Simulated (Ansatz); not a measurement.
`C=C[SiH2]Cl` + H–F → `F[SiH2]Cl` + `C=C`  (ligand exchange at the Si–C bond)

Calculated with Ansatz (gas phase, PBE0-D4/def2-TZVP geometries, no zero-point term in ΔE). CBS: MP2 limit from def2 TZ/QZ plus the TZ coupled-cluster correction, frozen cores. This one scheme is used for every species. Functionals use def2-TZVPP. B3LYP here is the variant with VWN-RPA as its local correlation; programs differ in this. HSE06 is defined as in plane-wave codes. One conformer a species, not always the lowest.

```json
{"level": "LDA (SPW92)", "ΔE (kJ/mol)": "-123.3", "difference from CCSD(T)/CBS": "7.6"}
{"level": "PBE-D4", "ΔE (kJ/mol)": "-122.3", "difference from CCSD(T)/CBS": "8.6"}
{"level": "revPBE-D4", "ΔE (kJ/mol)": "-117.7", "difference from CCSD(T)/CBS": "13.2"}
{"level": "BLYP-D4", "ΔE (kJ/mol)": "-133.1", "difference from CCSD(T)/CBS": "-2.2"}
{"level": "r2SCAN-D4", "ΔE (kJ/mol)": "-136.4", "difference from CCSD(T)/CBS": "-5.5"}
{"level": "B97M-V", "ΔE (kJ/mol)": "-141.0", "difference from CCSD(T)/CBS": "-10.1"}
{"level": "B3LYP-D4", "ΔE (kJ/mol)": "-135.1", "difference from CCSD(T)/CBS": "-4.2"}
{"level": "r2SCANh-D4", "ΔE (kJ/mol)": "-135.7", "difference from CCSD(T)/CBS": "-4.8"}
{"level": "r2SCAN0-D4", "ΔE (kJ/mol)": "-134.8", "difference from CCSD(T)/CBS": "-3.9"}
{"level": "HSE06-D4", "ΔE (kJ/mol)": "-123.7", "difference from CCSD(T)/CBS": "7.2"}
{"level": "BHLYP-D4", "ΔE (kJ/mol)": "-140.3", "difference from CCSD(T)/CBS": "-9.4"}
{"level": "CAM-B3LYP-D4", "ΔE (kJ/mol)": "-141.2", "difference from CCSD(T)/CBS": "-10.3"}
{"level": "ωB97X-V", "ΔE (kJ/mol)": "-135.5", "difference from CCSD(T)/CBS": "-4.6"}
{"level": "ωB97M-V", "ΔE (kJ/mol)": "-135.2", "difference from CCSD(T)/CBS": "-4.3"}
{"level": "B2PLYP", "ΔE (kJ/mol)": "-140.7", "difference from CCSD(T)/CBS": "-9.8"}
{"level": "PBE-QIDH", "ΔE (kJ/mol)": "-129.8", "difference from CCSD(T)/CBS": "1.1"}
{"level": "PBE", "ΔE (kJ/mol)": "-127.8", "difference from CCSD(T)/CBS": "3.1"}
{"level": "revPBE", "ΔE (kJ/mol)": "-129.0", "difference from CCSD(T)/CBS": "1.9"}
{"level": "BLYP", "ΔE (kJ/mol)": "-144.2", "difference from CCSD(T)/CBS": "-13.3"}
{"level": "r2SCAN", "ΔE (kJ/mol)": "-137.9", "difference from CCSD(T)/CBS": "-7.0"}
{"level": "PBE0", "ΔE (kJ/mol)": "-128.9", "difference from CCSD(T)/CBS": "2.0"}
{"level": "B3LYP", "ΔE (kJ/mol)": "-144.0", "difference from CCSD(T)/CBS": "-13.1"}
{"level": "r2SCANh", "ΔE (kJ/mol)": "-137.4", "difference from CCSD(T)/CBS": "-6.5"}
{"level": "r2SCAN0", "ΔE (kJ/mol)": "-136.7", "difference from CCSD(T)/CBS": "-5.8"}
{"level": "HSE06", "ΔE (kJ/mol)": "-128.5", "difference from CCSD(T)/CBS": "2.4"}
{"level": "BHLYP", "ΔE (kJ/mol)": "-148.0", "difference from CCSD(T)/CBS": "-17.1"}
{"level": "CAM-B3LYP", "ΔE (kJ/mol)": "-146.5", "difference from CCSD(T)/CBS": "-15.6"}
{"level": "RPA@PBE/def2-TZVPP", "ΔE (kJ/mol)": "-132.5", "difference from CCSD(T)/CBS": "-1.6"}
{"level": "MP2/def2-SVP", "ΔE (kJ/mol)": "-129.0", "difference from CCSD(T)/CBS": "1.9"}
{"level": "CCSD/def2-SVP", "ΔE (kJ/mol)": "-132.2", "difference from CCSD(T)/CBS": "-1.3"}
{"level": "CCSD(T)/def2-SVP", "ΔE (kJ/mol)": "-129.9", "difference from CCSD(T)/CBS": "1.0"}
{"level": "MP2/def2-TZVPP", "ΔE (kJ/mol)": "-129.8", "difference from CCSD(T)/CBS": "1.1"}
{"level": "CCSD/def2-TZVPP", "ΔE (kJ/mol)": "-135.6", "difference from CCSD(T)/CBS": "-4.7"}
{"level": "CCSD(T)/def2-TZVPP", "ΔE (kJ/mol)": "-132.0", "difference from CCSD(T)/CBS": "-1.1"}
{"level": "HF/def2-QZVPP", "ΔE (kJ/mol)": "-157.6", "difference from CCSD(T)/CBS": "-26.7"}
{"level": "MP2/def2-QZVPP", "ΔE (kJ/mol)": "-129.8", "difference from CCSD(T)/CBS": "1.1"}
{"level": "SCS-MP2/def2-QZVPP", "ΔE (kJ/mol)": "-136.0", "difference from CCSD(T)/CBS": "-5.1"}
{"level": "HF/CBS(def2)", "ΔE (kJ/mol)": "-157.8", "difference from CCSD(T)/CBS": "-26.9"}
{"level": "MP2/CBS(def2)", "ΔE (kJ/mol)": "-128.7", "difference from CCSD(T)/CBS": "2.2"}
{"level": "CCSD/CBS(def2)", "ΔE (kJ/mol)": "-134.5", "difference from CCSD(T)/CBS": "-3.6"}
{"level": "CCSD(T)/CBS", "ΔE (kJ/mol)": "-130.9", "difference from CCSD(T)/CBS": "0"}
```

Largest T1 diagnostic among the species: 0.011.

From BLYP to BHLYP (50 % exact exchange), in def2-TZVPP and without D4, ΔE moves by −3.8 kJ/mol. In def2-TZVPP, CCSD(T) changes the Hartree–Fock value by +23.6 kJ/mol (the triples alone add +3.6 kJ/mol) and MP2 by +25.8 kJ/mol.
